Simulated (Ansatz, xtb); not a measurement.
Pair of molecules: GaH3O (SMILES [OH][GaH2]) (first 5 atoms) with NH3 (SMILES N); geometry from B3LYP-D3(BJ)/def2-TZVP.
(charge 0, multiplicity 1):
| atom | x (Å) | y (Å) | z (Å) |
|---|---|---|---|
| O | -0.0270 | 1.1941 | 1.1896 |
| Ga | -0.0844 | -0.0381 | -0.0994 |
| H | 0.0108 | 0.8100 | 2.0890 |
| H | -0.1465 | 0.5226 | -1.5550 |
| H | -0.0685 | -1.5546 | 0.3143 |
| N | 0.0855 | 0.0072 | 3.8473 |
| H | 0.9296 | 0.2895 | 4.3326 |
| H | -0.7056 | 0.3049 | 4.4069 |
| H | 0.0743 | -1.0059 | 3.8119 |

Interaction energies are E(AB) − E(A) − E(B) at the monomers' geometry in the complex; basis-set methods are counterpoise corrected.

Correlated levels freeze the cores. Filled d and f shells under p-block atoms count as core.

Run with Ansatz (Gaussian basis) for Hartree–Fock, density functionals and correlated methods; xtb for the GFN methods. Each number belongs to the level named beside it.

Task: One of these levels gives -29.3 kJ/mol for the interaction energy. Name it.
A. HF/aug-cc-pVDZ
B. MP2/aug-cc-pVDZ
C. GFN-FF
D. r2SCAN/def2-TZVPPD

Result: D, r2SCAN/def2-TZVPPD. The others give -35.5 (GFN-FF), -14.2 (HF/aug-cc-pVDZ), -24.1 (MP2/aug-cc-pVDZ)

Ansatz is a quantum-chemistry and plane-wave program.
